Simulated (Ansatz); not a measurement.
Species: CH2ClF, charge 0, singlet. CH2ClF (chloro(fluoro)methane, SMILES FCCl).
B3LYP-D3(BJ)/def2-TZVP minimum from Ansatz (a program for electronic structure):
```xyz
5

F     -1.3558     0.7711    -0.0633
C     -0.6911    -0.4140     0.0650
Cl     1.0724    -0.1496    -0.0054
H     -0.9215    -0.8485     1.0343
H     -0.9607    -1.0650    -0.7626
```

Total energies in hartree (Ansatz). UHF or UKS for unpaired electrons; spin-orbit terms are left out. Correlated methods leave the cores frozen. No relativity. Where a partner has so few electrons that a lower coupled-cluster level is exact, that level stands in.

```csv
species,HF/cc-pV(T+d)Z,CCSD(T)/cc-pV(T+d)Z,HF/cc-pV(Q+d)Z,CCSD(T)/cc-pV(Q+d)Z,CCSD(T)/cc-pV(D+d)Z,CCSDT(Q)/cc-pV(D+d)Z
"1: CH2ClF (chloro(fluoro)methane, SMILES FCCl)",-598.03366,-598.69579,-598.04853,-598.76413,-598.47396,-598.47559
2: F (doublet),-99.40552,-99.62036,-99.41377,-99.65026,-99.52757,-99.52776
3: C (triplet),-37.69157,-37.78076,-37.69331,-37.78654,-37.76038,-37.76071
4: Cl (doublet),-459.48556,-459.67356,-459.48916,-459.69449,-459.60403,-459.60445
5: H (doublet),-0.49981,-0.49981,-0.49995,-0.49995,-0.49928,-0.49928
```

Question: Work out the atomisation energy (electronic, to ground-state atoms) in kJ/mol: take Hartree-Fock from cc-pV(Q+d)Z, extrapolate the CCSD(T) correlation energy as X^-3 (X = 3, 4), and add CCSDT(Q) - CCSD(T) in cc-pV(D+d)Z. 1 hartree = 2625.5 kJ/mol.

Answer: 
Species 1: correlation (64·(-0.71560) - 27·(-0.66213))/37 = -0.75462; step -0.00163; E1 = -598.04853 + (-0.75462) + (-0.00163) = -598.80478
Species 2: correlation (64·(-0.23649) - 27·(-0.21484))/37 = -0.25229; step -0.00019; E2 = -99.41377 + (-0.25229) + (-0.00019) = -99.66625
Species 3: correlation (64·(-0.09323) - 27·(-0.08919))/37 = -0.09618; step -0.00033; E3 = -37.69331 + (-0.09618) + (-0.00033) = -37.78982
Species 4: correlation (64·(-0.20533) - 27·(-0.18800))/37 = -0.21798; step -0.00042; E4 = -459.48916 + (-0.21798) + (-0.00042) = -459.70756
Species 5: correlation (64·(0.00000) - 27·(0.00000))/37 = 0.00000; step +0.00000; E5 = -0.49995 + (0.00000) + (+0.00000) = -0.49995
-1·E1 +1·E2 +1·E3 +1·E4 +2·E5 = 0.64125 hartree = 1683.6 kJ/mol.
